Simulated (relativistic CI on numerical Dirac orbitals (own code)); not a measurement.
Line list: Forbidden lines, Bi XLVII

These numbers are calculated, not measured: Dirac-Coulomb-Breit CI, separate exchange-only KLI orbitals for each configuration, model QED (radiative potential, 1s self-energy scaled to tabulated hydrogen-like ionisation energies), unscaled Slater integrals (own radial code, finite nucleus).

Configurations in the expansion (outside the closed core [Ar] 3d10): 4s2.4p6.4d, 4s2.4p6.4f, 4s2.4p5.4d2, 4s.4p6.4d2, 4s2.4p5.4d.4f, 4s.4p6.4d.4f, 4s2.4p6.5s, 4s2.4p6.5p, 4s2.4p6.5d, 4p6.4d2.4f, 4s2.4p5.4d.5s, 4s2.4p6.5f, 4s2.4p5.4d.5p, 4s.4p6.4f.5s, 4s2.4p6.5g, 4s2.4p5.4d.5d, 4s.4p6.4d.5s, 4p6.4d3, 4p5.4d4, 4p5.4d3.4f, 4p6.4d.4f2, 4p6.4f3, 4p5.4d2.4f2, 4p5.4d.4f3, 4p6.4f2.5s, 4s.4p6.4f2, 4s.4p5.4f3, 4s.4p6.4f.5p, 4s.4p5.4f2.5p, 4p6.4f2.5p. Double excitations out of closed p, d and f shells are left out; levels of such configurations are missing from the list, as are those of other unlisted configurations, and high levels can miss mixing partners. These lack a partner that the ground configuration has and come out too high: 4s2.4p5.4d.5s, 4s2.4p5.4d.5p, 4s2.4p5.4d.5d, 4s2.4p6.5d, 4s2.4p6.5f.

```csv
λ vac (nm),Lower,Upper,Type,A (s⁻¹),gf,Branching (%)
1.6808,4s2.4p5.4d2 4D°_3/2 [3],4s2.4p5.4d.5s 2F°_7/2 [224],E2,3.26e+08,1.11e-04,3.9
1.6844,4s2.4p5.4d2 4D°_5/2 [8],4s2.4p5.4d.5s 4F°_9/2 [228],E2,4.74e+08,2.01e-04,7.9
1.6905,4s2.4p5.4d2 4F°_5/2 [5],4s2.4p5.4d.5s 2F°_7/2 [224],E2,7.45e+08,2.55e-04,8.8
1.6927,4s2.4p5.4d2 4G°_9/2 [9],4s2.4p5.4d.5s 4F°_9/2 [228],E2,8.41e+08,3.61e-04,14.1
1.6943,4s2.4p6.4d 2D_3/2 [1],4s2.4p6.5s 2S_1/2 [179],E2,2.91e+09,2.51e-04,31.7
1.6944,4s2.4p5.4d2 4F°_7/2 [10],4s2.4p5.4d.5s 4F°_9/2 [228],E2,8.53e+08,3.67e-04,14.3
1.6946,4s2.4p5.4d2 2G°_7/2 [6],4s2.4p5.4d.5s 2F°_7/2 [224],E2,1.31e+09,4.51e-04,15.5
1.7017,4s2.4p5.4d2 4P°_5/2 [12],4s2.4p5.4d.5s 4F°_9/2 [228],E2,3.02e+08,1.31e-04,5.1
1.7050,4s2.4p5.4d2 2H°_11/2 [13],4s2.4p5.4d.5s 4F°_9/2 [228],E2,8.70e+08,3.79e-04,14.6
1.7173,4s2.4p5.4d2 2P°_3/2 [7],4s2.4p5.4d.5s 2F°_7/2 [224],E2,4.21e+08,1.49e-04,5.0
1.7661,4s2.4p5.4d2 4G°_9/2 [9],4s2.4p5.4d.5s 2F°_7/2 [224],E2,6.65e+08,2.49e-04,7.9
1.7790,4s2.4p5.4d2 4G°_11/2 [22],4s2.4p5.4d.5s 4F°_9/2 [228],E2,1.59e+09,7.54e-04,26.6
1.7795,4s2.4p5.4d2 2H°_11/2 [13],4s2.4p5.4d.5s 2F°_7/2 [224],E2,1.90e+09,7.23e-04,22.6
1.7806,4s2.4p6.4d 2D_5/2 [2],4s2.4p6.5s 2S_1/2 [179],E2,4.15e+09,3.94e-04,45.2
1.7820,4s2.4p5.4d2 2G°_7/2 [14],4s2.4p5.4d.5s 2F°_7/2 [224],E2,4.57e+08,1.74e-04,5.4
1.7840,4s2.4p5.4d2 2F°_7/2 [24],4s2.4p5.4d.5s 4F°_9/2 [228],E2,2.11e+08,1.00e-04,3.5
1.7943,4s2.4p5.4d2 4F°_9/2 [26],4s2.4p5.4d.5s 4F°_9/2 [228],E2,3.01e+08,1.45e-04,5.0
1.8047,4s2.4p5.4d2 2G°_9/2 [19],4s2.4p5.4d.5s 2F°_7/2 [224],E2,4.57e+08,1.79e-04,5.4
2.2830,4s.4p6.4d2 2G_7/2 [133],4p6.4d3 2D_3/2 [315],E2,5.28e+08,1.65e-04,n/a
2.2897,4s.4p6.4d2 4F_9/2 [135],4p6.4d3 2G_9/2 [321],E2,5.34e+08,4.20e-04,n/a
2.2902,4s.4p6.4d2 2F_7/2 [137],4p6.4d3 2D_5/2 [328],E2,7.94e+08,3.75e-04,n/a
2.2952,4s.4p6.4d2 2P_3/2 [138],4p6.4d3 2D_5/2 [328],E2,3.83e+08,1.81e-04,n/a
2.2975,4s.4p6.4d2 4P_3/2 [129],4p6.4d3 4P_5/2 [302],E2,3.76e+08,1.78e-04,n/a
2.3052,4s.4p6.4d2 4F_7/2 [127],4p6.4d3 4F_9/2 [297],E2,2.80e+08,2.23e-04,n/a
2.3056,4s.4p6.4d2 4P_1/2 [120],4p6.4d3 2D_5/2 [282],E2,3.80e+08,1.82e-04,n/a
2.3066,4s.4p6.4d2 2G_9/2 [130],4p6.4d3 2H_11/2 [303],E2,4.65e+08,4.45e-04,n/a
2.3108,4s.4p6.4d2 2D_5/2 [136],4p6.4d3 2G_9/2 [321],E2,3.56e+08,2.85e-04,n/a
2.3151,4s.4p6.4d2 4F_7/2 [127],4p6.4d3 4F_7/2 [295],E2,2.10e+08,1.35e-04,n/a
2.3168,4s.4p6.4d2 2P_3/2 [138],4p6.4d3 2D_3/2 [325],E2,1.05e+09,3.38e-04,n/a
2.3184,4s.4p6.4d2 2S_1/2 [139],4p6.4d3 2D_5/2 [328],E2,3.71e+08,1.80e-04,n/a
2.3214,4s.4p6.4d2 4F_5/2 [128],4p6.4d3 4F_7/2 [295],E2,2.63e+08,1.70e-04,n/a
2.3265,4s.4p6.4d2 2G_9/2 [130],4p6.4d3 4F_9/2 [297],E2,2.20e+08,1.79e-04,n/a
2.3316,4s.4p6.4d2 2F_5/2 [131],4p6.4d3 4P_3/2 [299],E2,6.47e+08,2.11e-04,n/a
2.3423,4s.4p6.4d2 2F_7/2 [137],4p6.4d3 2G_9/2 [321],E2,7.64e+08,6.28e-04,n/a
2.3428,4s.4p6.4d2 2F_5/2 [131],4p6.4d3 4F_9/2 [297],E2,3.81e+08,3.14e-04,n/a
2.3459,4s.4p6.4d2 2G_7/2 [133],4p6.4d3 2H_11/2 [303],E2,3.21e+08,3.18e-04,n/a
2.3475,4s.4p6.4d2 2P_1/2 [134],4p6.4d3 4P_5/2 [302],E2,2.71e+08,1.34e-04,n/a
2.3531,4s.4p6.4d2 2F_5/2 [131],4p6.4d3 4F_7/2 [295],E2,2.13e+08,1.42e-04,n/a
2.4215,4s.4p6.4d2 2G_9/2 [130],4p6.4d3 2D_5/2 [282],E2,3.54e+08,1.87e-04,n/a
2.4280,4s.4p6.4d2 4F_9/2 [135],4p6.4d3 2H_11/2 [303],E2,2.32e+08,2.46e-04,n/a
2.4287,4s.4p6.4d2 4F_9/2 [135],4p6.4d3 4P_5/2 [302],E2,3.53e+08,1.87e-04,n/a
2.4502,4s.4p6.4d2 4F_9/2 [135],4p6.4d3 4F_9/2 [297],E2,1.99e+08,1.80e-04,n/a
2.4851,4s.4p6.4d2 4F_5/2 [111],4p6.4d3 4F_3/2 [245],E2,6.61e+08,2.45e-04,n/a
2.4872,4s.4p6.4d2 2F_7/2 [137],4p6.4d3 2H_11/2 [303],E2,3.02e+08,3.37e-04,n/a
7.1792,4s2.4p5.4d2 2H°_11/2 [13],4s2.4p5.4d2 2H°_9/2 [41],M1,2.68e+07,2.07e-04,56.8
```

Terms are leading LS components. Brackets give the number of a level in order of energy, since labels repeat. The list gives strong lines, with weight on those to low levels, among the lowest 400 of 8280 levels, so that lines to higher ones, which can be the strongest, are missing. Levels whose partners in the same complex of configurations lie outside the list can be far off, and so can their lines. Rates are taken at the computed energies, electric ones in the length gauge.

At this charge energies of transitions that change n are usually good to better than 1 %, and those within a shell (Δn = 0) to a few per cent.

LS names give the leading component of a level, which can be under half, so a name can repeat, a term be missing and a line seem to break the LS rules.
